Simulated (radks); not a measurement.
Ionisation of neutral lanthanum, [Xe] 5d1 6s2, to [Xe] 5d2 as the strength of local exchange is varied. Calculated with a radial shooting solver on a logarithmic mesh with Libxc functionals: Dirac Kohn-Sham, Slater X-alpha exchange (alpha = 2/3 is LDA exchange), no correlation, spin-unpolarised, spherical densities, point nucleus; open shells are shared between the two j in proportion to 2j + 1.

| alpha | E(La) (hartree) | exchange (hartree) | IE (eV) | -e of the level emptied (eV) | <r> of it (bohr) |
|---|---|---|---|---|---|
| 0.667 | -8485.6970 | -191.9328 | 5.710 | 3.014 (6s1/2) | 4.497 |
| 0.736 | -8505.5740 | -212.2532 | 5.776 | 3.306 (6s1/2) | 4.407 |
| 0.791 | -8521.4491 | -228.5128 | 5.820 | 3.547 (6s1/2) | 4.339 |
| 0.888 | -8549.5146 | -257.3232 | 5.879 | 3.992 (6s1/2) | 4.223 |
| 0.896 | -8551.8331 | -259.7070 | 5.882 | 4.030 (6s1/2) | 4.213 |
| 0.994 | -8580.2825 | -289.0029 | 5.916 | 4.506 (6s1/2) | 4.103 |
| 1.042 | -8594.2489 | -303.4156 | 5.924 | 4.747 (6s1/2) | 4.052 |

NIST Atomic Spectra Database: 5.577 eV (measured). The central value is not met in this range of alpha. Spin polarisation and multiplet splitting are left out, so open shells lie too high by an amount that depends on their filling. Sharing an open shell by 2j + 1 raises it above the true ground level by a part of the spin-orbit splitting, which enters the differences from NIST.

Beside tabulated values, note that spin-unpolarised runs miss the spin-polarisation part of the exchange energy of open shells.
